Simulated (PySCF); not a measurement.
**State search for NaTl**

Unrestricted PBE0; PySCF, scalar-relativistic core potentials, basis sets Na aug-cc-pVDZ, Tl aug-cc-pVDZ-PP with ECP60. Outer shells of the fragments: Na 3s1; Tl 5d10 6s2 6p1.

Followed along the bond (rough minima from three points):

| 2Ms+1 | unpaired | ⟨S²⟩ at the start | R at minimum (Å) | Te (eV) |
| --- | --- | --- | --- | --- |
| 1 | none | 0.00 | 3.27 | 0.00 |
| 3 | σ ↑, π ↑ | 2.00 | 3.15 | 0.28 |
| 1 | σ ↑, π ↓ | 1.00 | 3.29 | 0.45 |
| 3 | σ ↑↑ | 2.00 | none in the scan | ≤ 0.86 |
| 3 | π ↑↑ | 2.00 | none in the scan | ≤ 1.40 |

Solutions found at the starting distance of 3.005 Å, counted from the lowest of them; the search is not exhaustive and high or unbound solutions are not listed, so other states can lie among these:

```tsv
2Ms+1	unpaired	term	E (eV)	⟨S²⟩	⟨Lz²⟩	μ (D)
1	none	¹Σ⁺	0.00	0.00	0.00	-1.35
3	σ ↑, π ↑	³Π	0.23	2.00	1.00	-3.72
1	σ ↑, π ↓	mixed	0.43	1.00	1.00	-3.29
3	σ ↑↑	³Σ⁺	1.08	2.00	0.00	3.97
3	π ↑↑	³Σ⁻	1.38	2.00	0.00	-6.92
1	π ↑↓	mixed	1.56	1.00	2.01	-6.58
```

A term symbol is given only where ⟨S²⟩ and ⟨Lz²⟩ are close to those of a pure state; real π, δ and φ orbitals otherwise mix terms. A positive dipole means Na(−)Tl(+).

Task: Compare the gap between the two lowest followed solutions at the starting distance with the gap between their minima.

Result: At PBE0 the second solution (triplet, unpaired electrons σ ↑, π ↑) lies +0.23 eV from the first (singlet, closed shell) at 3.005 Å and +0.28 eV at the minima; the two curves relax by different amounts, since their minima lie near 3.15 and 3.27 Å.

These are scalar-relativistic numbers at best; spin–orbit coupling would shift them, the dissociation energy most. Counting both spins, an empty level lies below a filled one in some of these solutions, because spin and occupation are held.
